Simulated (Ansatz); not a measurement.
A structure relaxed at PBE-D4/def2-SVP in Ansatz, charge 0, singlet:

```xyz
32

Ga    0.3572    1.2726   -1.0634
Ga    1.2667   -1.1194    1.0364
Ga   -0.3674    1.7008   -4.0607
Ga   -1.6120   -1.2234   -0.4945
Ga    1.1564    0.4680    3.4162
O     1.1608   -1.4317    3.1266
O     1.7005    1.2016    4.9629
O     1.6404   -2.8202    0.4822
O     0.7377    2.2318    0.4605
O    -1.4567    0.5946   -1.0931
O    -3.3589   -1.6606   -0.3802
O    -0.4931    1.1060    2.7901
O     2.1220    0.4776    1.7603
O    -0.6976   -0.9609    1.1682
O    -0.3943   -2.2157   -1.4795
O     1.3265   -0.3525   -0.8000
O    -2.0261    1.1122   -3.5788
O     0.7100    2.0268   -2.6888
O    -0.0746    1.9157   -5.8117
H     0.3143   -1.8706    3.3373
H     2.5825    0.8794    5.2237
H     1.7704   -3.4163    1.2412
H     0.0508    2.1021    1.1591
H    -1.9065    0.7702   -1.9797
H    -3.4913   -2.5918   -0.6343
H    -1.0540    1.5432    3.4556
H     1.7953    1.2753    1.1969
H    -0.9362   -0.1751    1.7485
H     0.1181   -2.8302   -0.8998
H     0.8515   -1.0816   -1.3266
H    -2.6289    0.8485   -4.2962
H     0.8364    2.2232   -5.9783
```

Q: Give its formula.

A: Ga₅O₁₄H₁₃, a hydroxylated oxide cluster.

Q: Summarise the bond lengths by kind (pairs closer than 1.2 times the sum of covalent radii, bridged metal pairs left out).

A: 20 × Ga–O 1.77 to 2.12 Å; 13 × H–O 0.97 to 1.03 Å.

Single mean-field runs in def2-SVP are fitted with def2-universal-jkfit.
